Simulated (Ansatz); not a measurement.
Geometry optimisation, RKS PBE-D4/def2-SVP in Ansatz.

Input:

```yaml
crystal:
  periodic: [false, false, false]
  atoms:
    - { symbol: O, position_ang: [-1.4846, 1.8752, 1.844] }
    - { symbol: Sn, position_ang: [0.0228, 1.0397, 0.9824] }
    - { symbol: Cl, position_ang: [1.3542, 0.0772, 2.6303] }
    - { symbol: C, position_ang: [-0.5843, -0.4742, -0.3576] }
    - { symbol: Si, position_ang: [0.8113, -1.289, -1.204] }
    - { symbol: H, position_ang: [-2.1121, 2.1988, 1.0717] }
    - { symbol: H, position_ang: [-1.15392, 2.08628, 2.75295] }
    - { symbol: H, position_ang: [-1.2812, -0.0169, -1.1287] }
    - { symbol: H, position_ang: [-1.2176, -1.234, 0.2594] }
    - { symbol: H, position_ang: [1.56, -0.2615, -1.9135] }
    - { symbol: H, position_ang: [1.6732, -1.8804, -0.1457] }
    - { symbol: H, position_ang: [0.3596, -2.3191, -2.091] }
basis:
  gaussian: { orbitals: def2-SVP }
hamiltonian:
  xc: pbe
  dispersion: d4
relax:
  f_tol: 0.02
  max_steps: 50
```

Launched with:

```bash
$ ansatz run input.yaml --threads 2 --pin off --max-ram 3072MiB --backend cpu --events-out ev --progress --plain --runs-dir out
```

Q: Where does it end, and by what steps?

A: The run ended unconverged. After 49 steps the energy has fallen by 3.460 eV; Cl3 moved furthest, 2.09 Å.

```
step  energy less start (eV)  largest force component (eV/Å)  accepted
   0                  0.0000                           6.008       yes
   2                 -2.7082                           1.531       yes
   4                 -3.1616                           0.938       yes
   6                 -3.2520                           0.269       yes
   8                 -3.3567                           0.792       yes
  10                 -3.4009                           0.173       yes
  12                 -3.4141                           0.092       yes
  14                 -3.4154                           0.107       yes
  16                 -3.4198                           0.054       yes
  18                 -3.4216                           0.037       yes
  20                 -3.4229                           0.076       yes
  22                 -3.4243                           0.027       yes
  24                 -3.4258                           0.093       yes
  26                 -3.4274                           0.100       yes
  28                 -3.4296                           0.109       yes
  30                 -3.4335                           0.071       yes
  32                 -3.4353                           0.035       yes
  34                 -3.4364                           0.061       yes
  36                 -3.4385                           0.103       yes
  38                 -3.4403                           0.073       yes
  40                 -3.4420                           0.138       yes
  42                 -3.4430                           0.309        no
  44                 -3.4484                           0.145       yes
  46                 -3.4520                           0.182       yes
  48                 -3.4592                           0.125       yes
  49                 -3.4601                           0.208       yes
```

```xyz
12
Properties=species:S:1:pos:R:3
O -1.204 0.660 2.071
Sn -0.692 1.996 0.085
Cl 1.524 1.623 1.231
C -0.699 0.066 -1.043
Si 0.507 -1.287 -0.509
H -1.505 1.235 2.805
H -0.218 0.589 2.219
H -0.541 0.306 -2.125
H -1.751 -0.304 -0.948
H 1.929 -0.924 -0.849
H 0.399 -1.557 0.973
H 0.197 -2.601 -1.210
```

The run took 52 s on 2 threads of AMD EPYC 9R45 96-Core Processor (Zen 5), on a shared host, peak memory 0.21 GiB.
